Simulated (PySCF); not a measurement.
Si(H)2(Br)(Me) (CH5BrSi), SMILES C[SiH2]Br. Atoms are numbered in the order given.

```xyz
8

Si     0.6551     1.0262     0.0000
C     -0.7796     2.2208     0.0000
Br    -0.1222    -1.0705     0.0000
H      1.5017     1.1850    -1.2169
H      1.5017     1.1850     1.2169
H     -1.4060     2.0746     0.8925
H     -0.4076     3.2580     0.0000
H     -1.4060     2.0746    -0.8925
```
Charge 0, spin multiplicity 1.

The structure is a stationary point at PBE0-D3(BJ)/def2-SVP.

Computed with HF/def2-TZVPD (PySCF).

Symmetry labels are those of the subgroup Cs that the program uses (full group Cs).

Task: List the valence orbital energies around the gap with their symmetry. (Estimate from the structure and the level; the computed values follow.)

Result: 
```
orbital  symmetry  energy (eV)
-------  --------  -----------
HOMO−7         A'       -18.89
HOMO−6         A"       -15.75
HOMO−5         A'       -15.67
HOMO−4         A"       -13.57
HOMO−3         A'       -13.29
HOMO−2         A'       -12.96
HOMO−1         A"       -11.22
HOMO           A'       -11.21
LUMO           A'         1.58
LUMO+1         A'         1.92
LUMO+2         A'         1.99
LUMO+3         A"         1.99
```
